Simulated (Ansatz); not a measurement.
**Energy profile**

The step: BCl₃ ([Cl][B]([Cl])[Cl]) + NH₃ → BNH₂Cl₂ ([NH2][B]([Cl])[Cl]) + HCl; bonds formed: Cl2–H5; dative contacts that become bonds: B1–N6; bonds broken: B1–Cl2, H5–N6 (atoms numbered as in the saddle structure below).

B1  (-0.083, 0.243, -0.743)
Cl2  (2.031, 0.563, 0.706)
Cl3  (0.452, -0.799, -2.033)
Cl4  (-0.634, 1.870, -1.038)
H5  (0.617, -0.123, 1.004)
N6  (-0.496, -0.407, 0.549)
H7  (-0.644, -1.408, 0.503)
H8  (-1.242, 0.061, 1.051)
(Å)

Electronic energies by CCSD(T) at an estimated basis limit (MP2 extrapolated from triple and quadruple zeta, plus CCSD(T) − MP2 in triple zeta), on PBE0-D4/def2-TZVP structures; BNH₃Cl₃, singlet; no counterpoise correction. Computed with Ansatz 0.2.0 (basis: def2-TZVPP and def2-QZVPP); correlated methods freeze the cores. Extrapolation: Hartree–Fock as exp(−7.88 √X), correlation as X^−2.97.

Give the profile in kJ/mol, counted from the separated reactants. (An estimate is asked for; the value comes from the calculation.)

The calculation gives:
```json
{"point": "separated: BCl₃ (linked as [Cl][B]([Cl])[Cl]; B1, Cl2, Cl3, Cl4; singlet) + NH₃ (H5, N6, H7, H8; singlet)", "kJ/mol": "0.0"}
{"point": "start structure", "kJ/mol": "-114.8"}
{"point": "saddle", "kJ/mol": "27.2"}
{"point": "end structure", "kJ/mol": "-57.7"}
{"point": "separated: BNH₂Cl₂ (linked as [NH2][B]([Cl])[Cl]; B1, Cl3, Cl4, N6, H7, H8; singlet) + HCl (Cl2, H5; singlet)", "kJ/mol": "-49.3"}
```

No T1 diagnostic of these runs exceeds 0.012.

The step is the kind of exchange with an N–H group that builds nitride films in atomic layer and chemical vapour deposition.

For scale, one of the runs: CCSD(T)/def2-TZVPP, 230 basis functions, launched by `ansatz run in.yaml --threads 4 --pin off --events-out ev --progress --plain --max-ram 9574MiB`. Hardware: 4 CPU threads of an Arm Neoverse V1, shared host. Wall time 110 s; peak host memory 3.7 GiB.
